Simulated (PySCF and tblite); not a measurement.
Results of a calculation; reference values are marked as such.
Molecule: C₆H₁₃N, numbered as in [CH3:1][C:2]1([CH3:3])[CH2:4][CH2:5][NH:6][CH2:7]1; H are named by their carrier, a and b as at the first point (Å):

```
C1      -1.234    1.224   -0.510
C2      -0.470   -0.003   -0.010
C3      -1.454   -1.136    0.273
C4       0.620   -0.428   -1.019
C5       1.918   -0.404   -0.202
N6       1.741    0.612    0.847
C7       0.354    0.345    1.255
H1a     -1.992    1.520    0.212
H1b     -0.562    2.066   -0.665
H1c     -1.730    1.004   -1.454
H3a     -2.146   -0.847    1.062
H3b     -0.927   -2.034    0.590
H3c     -2.031   -1.371   -0.620
H4a      0.429   -1.412   -1.441
H4b      0.682    0.288   -1.841
H5a      2.800   -0.177   -0.804
H5b      2.077   -1.368    0.291
H6       1.623    1.456    0.282
H7a     -0.049    1.202    1.795
H7b      0.370   -0.510    1.937
```

The mean out-of-plane torsion at N6 (0° is planar) is held and the rest relaxed at GFN2-xTB. Energies: revPBE/pcSseg-1 + D3(BJ). Couplings: B3LYP/6-31G* with H pcJ-1 N pcJ-1, gas phase, for ¹H, ¹⁵N. (tblite 0.8, PySCF 2.14.)

Q: How do the most sensitive couplings change along the out-of-plane angle?

A: 
```json
{"out-of-plane angle °": "-46", "¹J(N6,H6)": "-52.7", "³J(H5b,H6)": "14.4", "³J(H6,H7b)": "14.3", "³J(H6,H7a)": "5.4", "³J(H5a,H6)": "4.5"}
{"out-of-plane angle °": "-29", "¹J(N6,H6)": "-81.9", "³J(H5b,H6)": "12.1", "³J(H6,H7b)": "11.7", "³J(H6,H7a)": "8.0", "³J(H5a,H6)": "7.4"}
{"out-of-plane angle °": "0", "¹J(N6,H6)": "-104.6", "³J(H5b,H6)": "-1.4", "³J(H6,H7b)": "-1.4", "³J(H6,H7a)": "3.8", "³J(H5a,H6)": "3.9"}
{"out-of-plane angle °": "28", "¹J(N6,H6)": "-78.5", "³J(H5b,H6)": "2.4", "³J(H6,H7b)": "2.5", "³J(H6,H7a)": "0.3", "³J(H5a,H6)": "0.3"}
{"out-of-plane angle °": "45", "¹J(N6,H6)": "-54.3", "³J(H5b,H6)": "7.0", "³J(H6,H7b)": "7.1", "³J(H6,H7a)": "0.2", "³J(H5a,H6)": "0.1"}
```
Values in Hz.

Q: Set ³J(H5b,H6) against its H–C–N–H torsion.

A: 35°: 7.0 Hz, 56°: 2.4 Hz, 93°: -1.4 Hz, 147°: 12.1 Hz, 179°: 14.4 Hz.
